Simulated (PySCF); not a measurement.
## Sb (antimony, neutral) across methods

[Kr] 4d10 5s1 5p3 5d1, high-spin 6D determinant (an excited configuration). Calculation: PySCF 2.14, in aug-cc-pwCVTZ-DK3; scalar relativity by spin-free X2C-1e.

| method | E (hartree) | mean ε 5s α (eV) | mean ε 5p α (eV) | mean ε 5d α (eV) | Σ⟨r²⟩ (bohr²) | ⟨S²⟩ |
| --- | --- | --- | --- | --- | --- | --- |
| M06-L | -6479.91 | -16.952 | -8.171 | -0.216 | 77.99 | 8.752 |
| PBE0 | -6479.71 | -18.854 | -9.437 | -0.668 | 77.48 | 8.752 |
| UHF | -6477.33219 | -23.977 | -12.489 | -1.766 | 77.64 | 8.754 |
| r2SCAN | -6480.07 | -17.713 | -8.698 | -0.191 | 77.65 | 8.753 |
| CAM-B3LYP | -6480.38 | -20.430 | -10.561 | -1.195 | 77.52 | 8.751 |
| r2SCANh | -6480.06 | -18.409 | -9.121 | -0.356 | 77.56 | 8.753 |
| LDA | -6473.85 | -17.090 | -8.350 | -0.210 | 77.79 | 8.751 |

Task: Estimate the same row for PBE.

Result: E (hartree) = -6479.63; mean ε 5s α (eV) = -16.900; mean ε 5p α (eV) = -8.245; mean ε 5d α (eV) = -0.236; Σ⟨r²⟩ (bohr²) = 77.88; ⟨S²⟩ = 8.751.

The outer electron is Rydberg-like, and this basis confines it to a smaller radius and binds it less than a complete one would.
